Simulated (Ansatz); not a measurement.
Program: Ansatz. Geometries: PBE0-D4/def2-TZVP. ΔE: electronic, gas phase. CBS: MP2 limit from def2 TZ/QZ plus the TZ coupled-cluster correction, frozen cores. This one scheme is used for every species. Functionals use def2-TZVPP. B3LYP here is the variant with VWN-RPA as its local correlation; programs differ in this. For Br outer-core shells are correlated without core-valence functions, which leaves a few kJ/mol of doubt a bond. Scalar relativity is left out up to krypton. One conformer a species, not always the lowest.

Consider the ligand exchange at the Al–Br bond: `C[O][AlH][Br]` + `BN` → `B[NH][AlH][O]C` + HBr.

`C[O][AlH][Br]`:

Z-matrix (Å, degrees):
```
C
O 1 1.400
H 1 1.094 2 109.8
H 1 1.094 2 109.8 3 118.7
H 1 1.096 2 112.3 3 -120.6
Al 2 1.672 1 136.8 3 119.9
Br 6 2.257 2 118.8 1 0.0
H 6 1.565 2 119.7 1 -180.0
```

`BN`:

Z-matrix (Å, degrees):
```
B
N 1 1.385
H 1 1.197 2 119.0
H 1 1.197 2 119.0 3 -180.0
H 2 1.006 1 123.2 3 -0.0
H 2 1.006 1 123.2 3 180.0
```

`B[NH][AlH][O]C`:

```xyz
12

B     1.968    0.357   -0.117
N     1.398   -0.894   -0.168
Al   -0.010   -0.342   -1.177
O    -1.474    0.044   -0.435
C    -1.888    0.214    0.886
H     1.329    1.196   -0.780
H     2.945    0.735    0.454
H     1.772   -1.695    0.310
H     0.005   -0.407   -2.744
H    -1.106   -0.046    1.612
H    -2.760   -0.417    1.093
H    -2.179    1.255    1.064
```

HBr:

```xyz
2

Br   -0.361    0.161    0.590
H     0.361   -0.161   -0.590
```

```json
{"level": "B3LYP-D4", "ΔE (kJ/mol)": "102.5"}
{"level": "ωB97X-V", "ΔE (kJ/mol)": "101.5"}
{"level": "SCS-MP2/def2-QZVPP", "ΔE (kJ/mol)": "102.6"}
{"level": "HF/CBS(def2)", "ΔE (kJ/mol)": "122.7"}
```

(1) What does CCSD(T)/CBS give? (An estimate is asked.)

Largest T1 diagnostic among the species: 0.013.

## Answers

(1) The calculation gave: +99.7 kJ/mol. The listed levels differ from it by 2.8, 1.8, 2.9, 23.0 kJ/mol.

In def2-TZVPP, CCSD(T) changes the Hartree–Fock value by −27.9 kJ/mol (the triples alone add −3.4 kJ/mol) and MP2 by −23.8 kJ/mol. The D4 term adds −4.3 kJ/mol with B3LYP and −2.5 kJ/mol with PBE0; it sums over pairs of atoms, weighted by their polarisabilities, and B3LYP, whose exchange is more repulsive, gets the larger term.
